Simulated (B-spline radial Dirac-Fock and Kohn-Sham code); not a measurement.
# K-line shifts caused by a second vacancy in Re³²⁺

System: rhenium as Re³²⁺, [Kr] 4d7.

The computed values come from a radial B-spline solver: ΔSCF Dirac-Fock with Breit, self-energy and vacuum polarisation, finite nucleus, configuration average. Each two-hole energy is an average over J within one jj subconfiguration, not an observable level; in light atoms, where LS coupling holds, the j-resolved values are not observed lines, and for a K spectator the Kα1 hypersatellite is nearly forbidden. Correlation and solid-state effects are left out.

Lines without a spectator: Kα2 (K-L2) 59706.8 eV, Kα1 (K-L3) 61129.2 eV, Kβ3 (K-M2) 68994.3 eV, Kβ1 (K-M3) 69312.1 eV. Shifts in eV with one spectator hole (a dash: not computed, or left out as unreliable):

```csv
spectator hole,Kα2,Kα1,Kβ3,Kβ1
K (1s),+1001.4,+1079.4,+1299.0,+1317.8
L2 (2p1/2),+128.3,+173.5,–,+331.2
L3 (2p3/2),+95.5,+105.4,+247.4,–
M2 (3p1/2),–,+27.77,+55.5,+66.0
M3 (3p3/2),+14.90,–,+47.2,+48.4
M5 (3d5/2),-0.68,+3.53,–,–
```
